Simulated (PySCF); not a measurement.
## Levels along the 29-electron series

One electron added to the closed shell [Ar] 3d10: EOM-EA-CCSD calculated with PySCF 2.14, two-component X2C-1e with screened spin-orbit coupling, each ion in its own even-tempered basis, [Ar] frozen, the virtual space cut to natural spinors and corrected at second order; no Breit or QED terms. Binding energy of 4s1/2 and energies of the other levels above it, in eV.

```csv
ion,4s1/2 binding,4p1/2 − 4s1/2,4p3/2 − 4s1/2,NIST ionisation energy
In²⁰⁺,593.09,42.921,53.578,593.38 ± 0.2 (s)
Sn²¹⁺,642.15,44.975,57.000,642.35 ± 0.22 (s)
Sb²²⁺,693.09,47.031,60.546,693.26 ± 0.24 (s)
Te²³⁺,745.96,49.117,64.252,746.12 ± 0.25 (s)
I²⁴⁺,800.69,51.160,68.051,800.8 ± 0.4 (s)
Xe²⁵⁺,857.32,53.189,71.983,857 ± 0.4 (s)
Cs²⁶⁺,915.95,55.286,76.134,916.1 ± 0.5 (s)
Ba²⁷⁺,976.48,57.614,80.764,976.62 ± 0.11 (s)
La²⁸⁺,1039.0,59.697,85.242,1039.09 ± 0.12 (s)
Ce²⁹⁺,1103.2,61.582,89.701,1103.5 ± 0.5 (s)
```

Each ion has its own basis, which adds noise of up to about 0.1 % of the binding energies along the series.

The 4p interval goes from 10.66 to 28.12 eV, as Z to the power 5.75; a hydrogen-like ion gives 4, and the power is higher where the screened charge Z − σ still grows faster than Z or where Zα is large.

NIST values marked (s) are semi-empirical, (t) theoretical.
